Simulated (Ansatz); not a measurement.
Li5N2 (the lowest doublet isomer of a short search). Charge 0, multiplicity 2. Geometry B3LYP-D4/def2-TZVP, basis def2-TZVP, Ansatz.

Cartesian coordinates in Å:
```
Li -1.1071 -0.4833 1.1884
Li -0.4465 2.3122 0.5262
Li 1.6329 0.2231 0.4019
Li -0.5253 0.2604 -1.5905
Li 0.4438 -2.3128 -0.5259
N -0.1332 0.6981 0.1586
N 0.1355 -0.6977 -0.1587
```

```tsv
run	HOMO (eV)	LUMO (eV)
A	-2.42	-0.89
B	-1.89	-1.67
C	-3.26	-0.23
D	-2.38	-1.49
E	-2.11	-1.76
F	-3.06	-0.39
```

LC-ωPBE has ω = 0.4 bohr⁻¹. HSE06 is defined as in plane-wave codes, on full-range PBE exchange. The structure comes from a short search, and lower isomers may exist.

HOMO and LUMO are taken over both spins.

Q: The runs used B97M-V, BHLYP, HSE06, LC-ωPBE, PBE0, ωB97M-V. Estimate which is which.

A: A BHLYP (50 % exact exchange); B B97M-V (0 % exact exchange); C LC-ωPBE (range-separated); D PBE0 (25 % exact exchange); E HSE06 (range-separated); F ωB97M-V (range-separated). Exact exchange lowers occupied and raises empty levels; among semilocal functionals meta-GGAs tend to open the gap a little, and such runs are hard to tell apart. The gap grows from 0.23 eV (B97M-V) to 3.03 eV (LC-ωPBE).
